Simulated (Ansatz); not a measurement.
`O=C=[N][GeH]([F])[Cl]` + `F[Si](F)([SiH3])Cl` → `O=C=[N][Ge]([F])([Cl])[Cl]` + `F[SiH](F)[SiH3]`  (redistribution)

Program: Ansatz. Geometries: PBE0-D4/def2-TZVP. ΔE: electronic, gas phase. CCSD(T)/CBS adds triple-zeta CCSD(T) − MP2 to the extrapolated MP2 energy (def2 sets, frozen cores). Functionals use def2-TZVPP. For Ge outer-core shells are correlated without core-valence functions, which leaves a few kJ/mol of doubt a bond. Scalar relativity is left out up to krypton. One conformer a species, not always the lowest.

```json
{"species": "`O=C=[N][GeH]([F])[Cl]`", "ωB97X-V energy (Eh)": "-2805.62765"}
{"species": "`F[Si](F)([SiH3])Cl`", "ωB97X-V energy (Eh)": "-1240.76056"}
{"species": "`O=C=[N][Ge]([F])([Cl])[Cl]`", "ωB97X-V energy (Eh)": "-3265.21964"}
{"species": "`F[SiH](F)[SiH3]`", "ωB97X-V energy (Eh)": "-781.14999"}
```

(1) Work out ΔE.

Largest T1 diagnostic among the species: 0.014.

## Answers

(1) ΔE = (-3265.21964) + (-781.14999) − (-2805.62765) − (-1240.76056) = 0.01858 Eh = +11.7 kcal/mol. CCSD(T)/CBS gives +12.1 kcal/mol.

At CCSD(T), def2-SVP lies −2.6 kcal/mol from the extrapolated value and def2-TZVPP −1.4 kcal/mol. Leaving LDA and LC-ωPBE aside and taking each functional with its dispersion term where it has one, the values, not all of them listed here, spread over 1.0 kcal/mol, from B2PLYP to B97M-V. LDA lies +1.4 kcal/mol from PBE without D4.
